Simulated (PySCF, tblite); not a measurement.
Breaking a bond: MgH, doublet.

- CASSCF(3,3)/6-31G (PySCF)
- UHF/6-31G (PySCF)
- UKS-r2SCAN = unrestricted r2SCAN/6-31G (PySCF)
- GFN2-xTB, 300 K electronic temperature (tblite)

Energies are in kJ/mol, each relative to the lowest point of its own curve near equilibrium.

| R / Å | CASSCF(3,3) | UHF | UKS-r2SCAN | GFN2-xTB |
|---|---|---|---|---|
| 1.31 | 143.3 | 139.5 | 137.6 | 111.0 |
| 1.40 | 82.7 | 78.7 | 78.4 | 61.0 |
| 1.48 | 46.5 | 42.7 | 43.2 | 34.4 |
| 1.59 | 16.5 | 13.6 | 14.4 | 13.7 |
| 1.62 | 11.4 | 8.8 | 9.6 | 10.2 |
| 1.69 | 3.5 | 1.9 | 2.4 | 4.3 |
| 1.74 | 0.7 | 0.0 | 0.2 | 1.9 |
| 1.80 | 0.0 | 0.4 | 0.0 | 0.3 |
| 1.84 | 0.8 | 2.0 | 1.2 | 0.0 |
| 1.91 | 4.3 | 7.0 | 5.2 | 0.6 |
| 2.00 | 11.6 | 16.2 | 13.1 | 2.8 |
| 2.17 | 30.8 | 37.8 | 33.1 | 9.8 |
| 2.33 | 51.3 | 57.5 | 53.7 | 21.2 |
| 2.63 | 85.6 | 82.8 | 88.0 | 49.1 |
| 2.86 | 102.2 | 92.7 | 107.1 | 74.1 |
| 3.11 | 109.8 | 97.8 | 122.0 | 103.0 |
| 3.49 | 111.1 | 100.2 | 135.9 | 146.9 |
| 3.88 | 110.2 | 100.4 | 143.2 | 187.2 |
| 4.29 | 109.6 | 100.2 | 146.6 | 220.3 |
| 4.73 | 109.3 | 100.0 | 147.9 | — |
| 5.25 | 109.3 | 100.0 | 148.6 | — |
| 6.11 | 109.4 | 100.1 | 149.0 | — |
| 6.91 | 109.4 | 100.1 | 149.1 | — |

At the longest distance, 6.91 Å, UKS-r2SCAN lies highest above its minimum (149.1 kJ/mol) and UHF lowest (100.1 kJ/mol).

A dash means that the run gave no value there, or that the column was ended at a point which the program doubted or which failed a test of continuity chosen for this set; such a test can also cut sound points.

The unrestricted determinant behind UHF is spin-contaminated at 2.33 to 3.11 Å (<S²> up to 0.9, against 0.75 for a pure doublet).
